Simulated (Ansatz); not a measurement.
Si oxide hydroxide: PBE-D4/def2-TZVP single points in Ansatz on relaxed structures, gas phase. Each cluster is the lowest isomer that a short search found in that spin, judged at the geometry's level, and lower ones may exist. Binding counts from free atoms in the multiplicity of their measured ground term, without zero-point energy. A dash marks a value that wasn't run or was left out as unsound. The structures are stationary points that may keep the symmetry of their start. Remarks come from the PBE and PBE0 runs and from stability tests at other levels; not every state was tested. HOMO above LUMO (over both spins in singlets and doublets, within one spin in higher multiplets; at PBE or PBE0), or a gap under 0.15 eV within one spin, warns that the state may not be the lowest or that an electron is smeared out.

| species | atoms | state | geometry | HOMO (eV) | LUMO (eV) | gap (eV) | vertical IE (eV) | vertical triplet (eV) | binding per atom (eV) | point group (within 0.1 Å) | remarks |
| --- | --- | --- | --- | --- | --- | --- | --- | --- | --- | --- | --- |
| SiO3H2 | 6 | singlet | PBE-D4/def2-TZVP | -6.80 | -2.10 | 4.70 | 10.99 | 5.12 | 4.39 | Cs | gap within one spin near zero at PBE or PBE0 (+1 doublet), gap within one spin near zero at PBE or PBE0 (triplet) |
| SiO4H4 | 9 | singlet | r2SCAN-D4/def2-SVP | -5.35 | -2.28 | 3.07 | 9.50 | 2.49 | 3.75 | – | restricted SCF unstable in HF |
| Si4O9H2 | 15 | singlet | PBE-D4/def2-SVP | -6.16 | -4.68 | 1.48 | – | – | 5.04 | – | – |

The gap (eV) runs from 1.48 (Si4O9H2) to 4.70 (SiO3H2). The binding per atom (eV) runs from 3.75 (SiO4H4) to 5.04 (Si4O9H2).
